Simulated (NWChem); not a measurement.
The numbers come from NWChem runs, not from measurements. System: BeCl₂, charge 0, spin multiplicity 1, displaced from the optimised geometry. The structure started from a generated list of species.

The NWChem input:

```
start mol
memory heap 200 mb stack 900 mb global 1100 mb
geometry units angstroms nocenter noautoz
  Be     0.000000     0.000000     0.000000
  Cl     0.000000     0.000000     1.850735
  Cl     0.000000     0.000000    -1.850735
  symmetry group D2h
end
basis spherical
  * library def2-tzvp
end
dft
  xc xpbe96 cpbe96
  semidirect memsize 60000000 filesize 0
  iterations 100
  convergence nodiis damp 40
end
task dft gradient
```

The output up to the point where the run's verdict is printed (cleaned and shortened):

```
             Northwest Computational Chemistry Package (NWChem) 7.3.0
             --------------------------------------------------------

                                NWChem Input Module
                                -------------------

 Scaling coordinates for geometry "geometry" by  1.889725989
 (inverse scale =  0.529177249)

 Turning off AUTOSYM since
 SYMMETRY directive was detected!

                             Geometry "geometry" -> ""
                             -------------------------

 Output coordinates in angstroms (scale by  1.889725989 to convert to a.u.)

  No.       Tag          Charge          X              Y              Z
 ---- ---------------- ---------- -------------- -------------- --------------
    1 Be                   4.0000     0.00000000     0.00000000     0.00000000
    2 Cl                  17.0000     0.00000000     0.00000000     1.85073500
    3 Cl                  17.0000     0.00000000     0.00000000    -1.85073500

 Effective nuclear repulsion energy (a.u.)      80.2028482438

            Nuclear Dipole moment (a.u.)
            ----------------------------
        X                 Y               Z
 ---------------- ---------------- ----------------
     0.0000000000     0.0000000000     0.0000000000

      Symmetry information
      --------------------

 Group name             D2h
 Group number             26
 Group order               8
 No. of unique centers     2

      Symmetry unique atoms

     1    2


 Summary of "ao basis" -> "" (spherical)
 ------------------------------------------------------------------------------
       Tag                 Description            Shells   Functions and Types
 ---------------- ------------------------------  ------  ---------------------
 *                         def2-tzvp                  on all atoms

  pbe96 is a nonlocal functional; adding pw91lda local functional.

                                 NWChem DFT Module
                                 -----------------

 Summary of "ao basis" -> "ao basis" (spherical)
 ------------------------------------------------------------------------------
[...]
 !! scf_movecs_sym_adapt:   42 vectors were symmetry contaminated

 d= 0,ls=0.0         84   -921.2891124554  5.13D+00  1.43D-01               8.2

 !! scf_movecs_sym_adapt:   44 vectors were symmetry contaminated

  Symmetry fudging

 !! scf_movecs_sym_adapt:   44 vectors were symmetry contaminated

 d= 0,ls=0.0         85   -926.4157519243 -5.13D+00  1.43D-01               8.3

 !! scf_movecs_sym_adapt:   44 vectors were symmetry contaminated

  Symmetry fudging

 !! scf_movecs_sym_adapt:   44 vectors were symmetry contaminated

 d= 0,ls=0.0         86   -921.2891124554  5.13D+00  1.43D-01               8.3

 !! scf_movecs_sym_adapt:   44 vectors were symmetry contaminated

  Symmetry fudging

 !! scf_movecs_sym_adapt:   42 vectors were symmetry contaminated

 d= 0,ls=0.0         87   -926.4157519243 -5.13D+00  1.43D-01               8.4

 !! scf_movecs_sym_adapt:   44 vectors were symmetry contaminated

  Symmetry fudging

 !! scf_movecs_sym_adapt:   44 vectors were symmetry contaminated

 d= 0,ls=0.0         88   -921.2891124554  5.13D+00  1.43D-01               8.5

 !! scf_movecs_sym_adapt:   44 vectors were symmetry contaminated

  Symmetry fudging

 !! scf_movecs_sym_adapt:   44 vectors were symmetry contaminated

 d= 0,ls=0.0         89   -926.4157519243 -5.13D+00  1.43D-01               8.6

 !! scf_movecs_sym_adapt:   44 vectors were symmetry contaminated

  Symmetry fudging

 !! scf_movecs_sym_adapt:   44 vectors were symmetry contaminated

 d= 0,ls=0.0         90   -921.2891124554  5.13D+00  1.43D-01               8.7

 !! scf_movecs_sym_adapt:   44 vectors were symmetry contaminated

  Symmetry fudging

 !! scf_movecs_sym_adapt:   44 vectors were symmetry contaminated

 d= 0,ls=0.0         91   -926.4157519243 -5.13D+00  1.43D-01               8.8

 !! scf_movecs_sym_adapt:   44 vectors were symmetry contaminated

  Symmetry fudging

 !! scf_movecs_sym_adapt:   44 vectors were symmetry contaminated

 d= 0,ls=0.0         92   -921.2891124554  5.13D+00  1.43D-01               8.8

 !! scf_movecs_sym_adapt:   44 vectors were symmetry contaminated

  Symmetry fudging

 !! scf_movecs_sym_adapt:   44 vectors were symmetry contaminated

 d= 0,ls=0.0         93   -926.4157519243 -5.13D+00  1.43D-01               8.9

 !! scf_movecs_sym_adapt:   44 vectors were symmetry contaminated

  Symmetry fudging

 !! scf_movecs_sym_adapt:   42 vectors were symmetry contaminated

 d= 0,ls=0.0         94   -921.2891124554  5.13D+00  1.43D-01               9.0

 !! scf_movecs_sym_adapt:   44 vectors were symmetry contaminated

  Symmetry fudging

 !! scf_movecs_sym_adapt:   44 vectors were symmetry contaminated

 d= 0,ls=0.0         95   -926.4157519243 -5.13D+00  1.43D-01               9.1

 !! scf_movecs_sym_adapt:   44 vectors were symmetry contaminated

  Symmetry fudging

 !! scf_movecs_sym_adapt:   44 vectors were symmetry contaminated

 d= 0,ls=0.0         96   -921.2891124554  5.13D+00  1.43D-01               9.2

 !! scf_movecs_sym_adapt:   44 vectors were symmetry contaminated

  Symmetry fudging

 !! scf_movecs_sym_adapt:   40 vectors were symmetry contaminated

 d= 0,ls=0.0         97   -926.4157519243 -5.13D+00  1.43D-01               9.2

 !! scf_movecs_sym_adapt:   44 vectors were symmetry contaminated

  Symmetry fudging

 !! scf_movecs_sym_adapt:   44 vectors were symmetry contaminated

 d= 0,ls=0.0         98   -921.2891124554  5.13D+00  1.43D-01               9.3

 !! scf_movecs_sym_adapt:   44 vectors were symmetry contaminated

  Symmetry fudging

 !! scf_movecs_sym_adapt:   44 vectors were symmetry contaminated

 d= 0,ls=0.0         99   -926.4157519243 -5.13D+00  1.43D-01               9.4

 !! scf_movecs_sym_adapt:   44 vectors were symmetry contaminated

  Symmetry fudging

 !! scf_movecs_sym_adapt:   44 vectors were symmetry contaminated

 d= 0,ls=0.0        100   -921.2891124554  5.13D+00  1.43D-01               9.5
```

Convergence was not reached. The next line reads: Calculation failed to converge. NWChem stopped with the message: dft gradient failed.
